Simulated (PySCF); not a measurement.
# Correlation energy of P⁺ (phosphorus, charge +1)

[Ne] 3s2 3p2, high-spin 3P determinant. Computed with PySCF 2.14 in cc-pVTZ-DK, with scalar relativity by spin-free X2C-1e. Frozen: [Ne]; 4 electrons correlated.

MP2 pair energies summed by pair of shells (mhartree):

```
 pair  energy  share (%)
3s-3p  -38.80       62.2
3s-3s  -17.10       27.4
3p-3p   -6.50       10.4
```

Total MP2 correlation energy: -62.40 mhartree.

Same-spin part -10.55 and opposite-spin part -51.84 mhartree; SCS-MP2 scales them by 1/3 and 6/5 to -65.73 mhartree.

| level | correlation energy (mhartree) |
| --- | --- |
| CCSD | -82.34 |
| (T) | -2.27 |
| CCSD(T) | -84.61 |

Diagnostics: T1 = 0.0096, D1 = 0.0243, largest double amplitude 0.102.

Cost of the coupled-cluster step: 0.23 s of wall time on 1 thread of Neoverse-V2 (shared host), for 4 correlated electrons.
